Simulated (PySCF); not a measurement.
Species: C₅H₅ (charge 0, doublet). It need not be the lowest isomer of its formula. SMILES: C1C=[C]CC=1
Coordinates optimised at B3LYP-D3(BJ)/def2-TZVP (Ansatz):
```
C
C 1 1.3440
H 1 1.0798 2 126.95
H 2 1.0815 1 126.11 3 0.00
C 2 1.4794 4 123.76 1 -180.00
C 5 1.3297 2 106.18 4 180.00
H 5 1.0793 6 128.54 2 -180.00
C 6 1.4897 5 113.45 7 180.00
H 8 1.0945 6 112.39 5 119.64
H 8 1.0945 9 106.96 6 -123.81
```
Charge 0, spin multiplicity 2.

Dispersion corrections to the total energy (kcal/mol) from the dftd3 and dftd4 libraries through PySCF: D3(BJ) without and D4 with the three-body term, each with the damping fitted for the functional named.

```
functional      D3(BJ)          D4
----------  ----------  ----------
B3LYP            -8.58  (withheld)
B2PLYP           -3.87  (withheld)
PW6B95           -2.29       -4.31
TPSS        (withheld)       -6.50
TPSSh            -5.61       -5.87
BLYP            -10.55      -10.97
r2SCAN           -1.31       -1.14
```

Question: What belongs in the gaps?

Answer: 
- B3LYP, D4: -7.72
- B2PLYP, D4: -3.32
- TPSS, D3(BJ): -6.18
